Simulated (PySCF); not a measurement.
## Computed structure and properties of [Hf(OH)3(H2O)]+

System: [Hf(OH)3(H2O)]+ (singlet); start: template (C1). Method: PySCF 2.14.0, RKS PBE0, Hf def2-SVP with ECP60, O def2-SVP, H def2-SVP; non-relativistic Hamiltonian with scalar-relativistic core potentials where named; density fitting; no spin-orbit coupling.

Input of the relaxation:

```python
mol = gto.M(atom='''
Hf     0.01706    -0.01506     0.01606
O      1.12466     1.09254     1.12366
H      1.89176     1.36464     1.64326
O     -1.09054    -1.12266     1.12366
H     -1.85764    -1.39476     1.64326
O      1.12466    -1.12266    -1.09154
H      1.39676    -1.88976    -1.61114
O     -1.24154     1.24354    -1.24254
H     -1.26784     2.21294    -1.26884
H     -1.89654     0.95554    -1.89754''',
    basis={'Hf': 'def2-SVP', 'O': 'def2-SVP', 'H': 'def2-SVP'},
    ecp={'Hf': 'def2-SVP'},
    charge=1, spin=0)
mf = dft.RKS(mol, xc='PBE0')
mf.grids.atom_grid = (50, 194)
mf = mf.density_fit()  # fitting sets: Hf def2-universal-JKFIT, O def2-universal-JKFIT, H def2-universal-JKFIT
mf.conv_tol = 1e-08; mf.max_cycle = 55
mf.kernel(dm0)  # dm0: converged density of the start geometry
# quasi-Newton relaxation in Cartesian coordinates to a largest gradient under 0.00045 Eh/bohr, steps kept in the point group
```

Run from Python with OMP_NUM_THREADS=2; the lines above give its settings. Where DIIS fails, smearing, a level shift and second-order steps follow.
It took 55 s on 2 threads of Arm Neoverse V2, on a shared host, from the converged density of the start.

Course of the relaxation:

```csv
step,energy above end (eV),largest force component within the symmetry (eV/Å)
0,0.2437,1.316
1,0.1319,0.720
2,0.0928,0.605
3,0.0632,0.356
4,0.0618,0.966
5,0.0302,0.223
6,0.0178,0.152
7,0.0102,0.380
10,0.0016,0.054
11,0.0009,0.042
12,0.0003,0.043
13,0.0001,0.025
14,0.0000,0.028
15,0.0000,0.020
```
(The steps between are left out.)

Relaxed geometry (C1):

```xyz
10

Hf    0.0020   -0.1056    0.0431
O     1.1053    1.1084    0.9937
H     1.7242    1.5367    1.5904
O    -1.2304   -1.0453    1.1299
H    -1.7085   -1.6160    1.7361
O     0.9341   -1.2496   -1.1430
H     1.4874   -1.8982   -1.5857
O    -1.1739    1.2828   -1.2266
H    -1.1353    2.2514   -1.1689
H    -1.8040    1.0597   -1.9306
```

```json
{"contact": "Hf1–O2 (OH)", "Å": "1.896"}
{"contact": "Hf1–O4 (OH)", "Å": "1.893"}
{"contact": "Hf1–O6 (OH)", "Å": "1.893"}
{"contact": "Hf1–O8 (H2O)", "Å": "2.219"}
```

On the finer grid (75, 302):

```json
{
  "HOMO": "-13.32 eV",
  "LUMO": "-5.24 eV",
  "Dipole about the centre of mass": "4.26 D",
  "Set of Mulliken populations of Hf1 outside the core potential": "s 2.28, p 6.29, d 1.92, f 0.20",
  "D3(BJ) dispersion energy (not in the energies)": "-0.137 eV"
}
```

| atom | Mulliken (e) | Löwdin (e) | spin (e) |
| --- | --- | --- | --- |
| Hf1 | 1.31 | 0.50 | 0.00 |
| O2 | -0.43 | -0.10 | 0.00 |
| H3 | 0.24 | 0.13 | 0.00 |
| O4 | -0.42 | -0.10 | 0.00 |
| H5 | 0.24 | 0.13 | 0.00 |
| O6 | -0.42 | -0.10 | 0.00 |
| H7 | 0.24 | 0.13 | 0.00 |
| O8 | -0.30 | 0.07 | 0.00 |
| H9 | 0.28 | 0.17 | 0.00 |
| H10 | 0.27 | 0.17 | 0.00 |

On the grid (50, 194), as all that follows. Harmonic modes: a minimum within the noise of the softest modes; lowest 38 cm⁻¹ (negative: unstable), highest 3975 cm⁻¹, zero-point energy 1.749 eV.

Taking off one OH (charge -1, singlet; the rest: singlet) in vacuum, both parts rigid, costs 17.98 eV; the small basis without counterpoise inflates it. Most of it is the attraction of opposite charges; other ways to part are cheaper, and one spin state was tried for the rest.

Rigid scan of OH along the line from its metal:

| distance to O2 (Å) | energy (eV) |
| --- | --- |
| 1.60 | 2.370 |
| 1.70 | 0.890 |
| 1.80 | 0.189 |
| 1.90 | 0.000 |
| 2.00 | 0.139 |
| 2.10 | 0.484 |
| 2.30 | 1.481 |
| 2.60 | 3.149 |
| 3.00 | 5.044 |
| 3.50 | 6.570 |

Taking off one H2O (charge 0, singlet; the rest: singlet) in vacuum, both parts rigid, costs 2.41 eV; the small basis without counterpoise inflates it.

Rigid scan of H2O along the line from its metal:

```csv
distance to O8 (Å),energy (eV)
1.92,0.705
2.02,0.262
2.12,0.055
2.22,0.000
2.32,0.040
2.42,0.137
2.62,0.408
2.92,0.836
3.32,1.287
3.82,1.652
```

One start shape was tried, so this needn't be the lowest isomer.
